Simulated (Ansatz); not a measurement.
Correlation energies of C2H7Cl2NOZr (`C[NH][Zr]([Cl])([Cl])[O]C`) by basis set

Z-matrix (Å, degrees):
```
Zr
N 1 2.002
C 1 3.167 2 19.7
Cl 1 2.373 2 108.9 3 -120.0
Cl 1 2.373 2 108.9 3 120.0
O 1 1.887 2 105.1 3 -0.0
H 1 2.617 2 20.4 3 -180.0
H 3 1.096 1 122.8 2 74.2
H 3 1.096 1 122.8 2 -74.3
H 3 1.092 1 82.0 2 180.0
C 6 1.395 1 170.5 2 -179.9
H 11 1.094 6 110.2 1 -62.2
H 11 1.094 6 110.3 1 58.2
H 11 1.094 6 109.9 1 178.0
```

The species carries charge 0 and has multiplicity 1. Correlated methods include outer-core shells of Zr, which these sets cover unevenly. Zr: def2 effective core potential. All single points use the PBE0-D4/def2-TZVP geometry. It is one conformer, not always the lowest. Frozen core, restricted reference, the Gaussian-basis code of Ansatz.

```
     basis      HF (Eh)  MP2 corr.  CCSD corr.       (T)  CCSD(T) total
  def2-SVP            ?          ?    -1.21033  -0.03811              ?
def2-TZVPP  -1175.03906   -1.52815    -1.57952         ?              ?
def2-QZVPP  -1175.07875          ?           –         –              –
```

Task: Fill in the withheld values. (An estimate is asked.)

Result: Computed: def2-SVP HF (Eh): -1174.47288; def2-SVP MP2 corr.: -1.15304; def2-SVP CCSD(T) total: -1175.72132; def2-TZVPP (T): -0.06965; def2-TZVPP CCSD(T) total: -1176.68823; def2-QZVPP MP2 corr.: -1.67404.
